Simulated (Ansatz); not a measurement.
`[Cl][InH2]`, 4 atoms. Charge 0, multiplicity 1. Correlated methods include outer-core shells of In, which these sets cover unevenly. In takes the def2 core potential. All runs use 4 threads of an Arm Neoverse V1 on a shared host. Correlated methods freeze the cores. Open-shell runs search over several starts.

How many basis functions does each run have, and how long does it take in Ansatz? RKS B2PLYP (frozen core)/def2-TZVPP energy; RKS SPW92 (LDA)/def2-TZVPP energy; UKS PBE0-D4/def2-TZVPP energy of the cation; UKS ωB97X-V/def2-TZVPP energy of the cation; RKS PBE0-D4/def2-QZVPP energy; UKS B2PLYP (frozen core)/def2-TZVPP energy of the cation; RKS BLYP-D4/def2-TZVPP energy; RKS PBE0-D4/def2-SVP energy; RKS ωB97M-V/def2-SVP energy; UKS r2SCAN-D4/def2-TZVPP energy of the cation; RHF-CCSD(T)/def2-TZVPP energy; UKS ωB97M-V/def2-TZVPP energy of the cation. (Best estimate.)

Ansatz gave: Other jobs shared the machine, so times are rough.

```csv
level,job,functions,wall time,peak host memory (GiB)
RKS SPW92 (LDA)/def2-TZVPP,energy,120,0.4 s,0.13
RKS PBE0-D4/def2-SVP,energy,54,0.5 s,0.27
RKS BLYP-D4/def2-TZVPP,energy,120,0.7 s,0.14
RKS B2PLYP (frozen core)/def2-TZVPP,energy,120,1.3 s,0.27
RKS PBE0-D4/def2-QZVPP,energy,212,1.6 s,0.44
RKS ωB97M-V/def2-SVP,energy,54,1.8 s,0.27
UKS PBE0-D4/def2-TZVPP,energy of the cation,120,1.9 s,0.27
RHF-CCSD(T)/def2-TZVPP,energy,120,2 s,0.43
UKS B2PLYP (frozen core)/def2-TZVPP,energy of the cation,120,6 s,0.38
UKS ωB97X-V/def2-TZVPP,energy of the cation,120,10 s,0.49
UKS ωB97M-V/def2-TZVPP,energy of the cation,120,13 s,0.52
UKS r2SCAN-D4/def2-TZVPP,energy of the cation,120,16 s,0.29
```
